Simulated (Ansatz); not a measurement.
Job for Ansatz (a program for electronic structure): R-wB97M-V/def2-TZVPP on GaH2IO2 (SMILES [OH][Ga]([OH])[I]), a point of a torsion scan. Elements past Kr take the def2 small-core potentials; no spin–orbit coupling.

Ansatz 0.2 input:
```yaml
crystal:
  periodic: [false, false, false]
  atoms:
    - {symbol: O, position_ang: [-0.89312223, -1.20477989, 0.45751340]}
    - {symbol: Ga, position_ang: [-0.36086787, 0.35400892, 0.99714542]}
    - {symbol: O, position_ang: [-0.81908318, 1.88467441, 0.32202301]}
    - {symbol: I, position_ang: [1.17848867, 0.41766832, 2.91447438]}
    - {symbol: H, position_ang: [-1.14028527, -1.48272360, -0.42168254]}
    - {symbol: H, position_ang: [-1.45458582, 2.03835063, -0.37444034]}
basis:
  gaussian:
    orbitals: def2-TZVPP
hamiltonian:
  xc: {name: wB97M-V}
scf: {lower_state_search: off}
```

Q: Give the final energy of this run.

A: -2374.2335 hartree.

Q: How many basis functions does it have, and what does it roughly cost on one machine?

A: 188 functions; very roughly 8 core-seconds.
